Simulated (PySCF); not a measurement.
Al(H)(OH)(iPr) (C₃H₉AlO), SMILES [CH](C)([AlH][OH])C. Atoms are numbered in the order given.

```xyz
14

Al    -0.4313     0.9489     0.4775
H     -1.4889     1.3247     1.6100
O      0.6516     2.1510    -0.0737
H      0.6845     3.0562     0.2394
C     -0.3151    -0.8235    -0.3613
C     -0.6175    -1.9527     0.6272
C      0.9946    -1.0536    -1.1156
H     -1.1374    -0.8110    -1.1076
H     -0.6620    -2.9338     0.1211
H      0.1631    -2.0336     1.4032
H     -1.5785    -1.8114     1.1484
H      1.1982    -0.2584    -1.8490
H      0.9855    -2.0165    -1.6575
H      1.8566    -1.0816    -0.4281
```
Charge 0, spin multiplicity 1.

Coordinates come from a PBE0-D3(BJ)/def2-SVP optimisation. The structure was generated by enumeration; whether it is a known compound was not checked. The values are those of a single conformer.

Calculation: PBE/pcSseg-1 (PySCF).

GIAO shieldings, no solvent; atoms alike by connectivity are averaged. δ = σ(ref) − σ: ¹H against TMS (σ = 31.49 ppm); ¹⁷O against H2O (σ = 334.3 ppm); ¹³C against TMS (σ = 182.0 ppm), references at their B3LYP-D3(BJ)/def2-TZVP geometries, non-relativistic.

```tsv
atoms	nucleus	count	δ (ppm)
H2	¹H	1	…
H4	¹H	1	…
H9, H10, H11, H12, H13, H14	¹H	6	1.51
H8	¹H	1	0.67
O3	¹⁷O	1	…
C6, C7	¹³C	2	22.0
C5	¹³C	1	19.3
```

**Question.** Some entries are withheld; supply them. (The exact figures need the calculation; the answer reports its results.)

**Answer.** 
- H4, δ (ppm): 3.51
- H2, δ (ppm): 5.25
- O3, δ (ppm): 97.4
